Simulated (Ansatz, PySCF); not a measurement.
Spin gap between two states, R1 and P1; the higher of the two is an excited state, each structure at its B3LYP-D3(BJ)/def2-TZVP stationary point, reached from a drawn start (curvature not checked).
R1, Cl2Si (SMILES Cl[Si]Cl) (charge 0, multiplicity 1):
```xyz
3

Si     0.00000     0.00000    -0.88162
Cl     1.62333     0.00000     0.44081
Cl    -1.62333     0.00000     0.44081
```
P1, Cl2Si (SMILES Cl[Si]Cl) (charge 0, multiplicity 3):
```xyz
3

Si     0.0000     0.0000    -0.7045
Cl     1.7715     0.0000     0.3523
Cl    -1.7715     0.0000     0.3523
```

P less R. No zero-point or thermal terms; singlets are restricted closed shells; open shells are unrestricted.

Frozen-core correlation throughout. CBS: X⁻³ extrapolation of the correlation energy, Hartree–Fock from the larger set.

The values were computed with Ansatz (Gaussian orbitals); PySCF for the D3/D4 terms. Each number belongs to the level named beside it.

PBE/def2-TZVPP gives 49.93 kcal/mol for the spin gap.

Q: How do the other levels lie against it? Give each less PBE: PBE-D3(BJ)/def2-TZVPP, r2SCAN/def2-TZVPP, PBE0/def2-TZVPP, wB97M-V/def2-TZVPP, B2PLYP/def2-TZVPP, MP2/CBS(cc-pV(T+d)Z, cc-pV(Q+d)Z), CCSD(T)/CBS(cc-pV(T+d)Z, cc-pV(Q+d)Z).

A: PBE-D3(BJ)/def2-TZVPP 0.08; r2SCAN/def2-TZVPP -5.86; PBE0/def2-TZVPP -1.94; wB97M-V/def2-TZVPP 8.92; B2PLYP/def2-TZVPP 2.85; MP2/CBS(cc-pV(T+d)Z, cc-pV(Q+d)Z) 2.50; CCSD(T)/CBS(cc-pV(T+d)Z, cc-pV(Q+d)Z) 3.66 kcal/mol. 5 of 7 lie above PBE; the widest gap is to wB97M-V/def2-TZVPP.

Ansatz is a program for electronic structure.
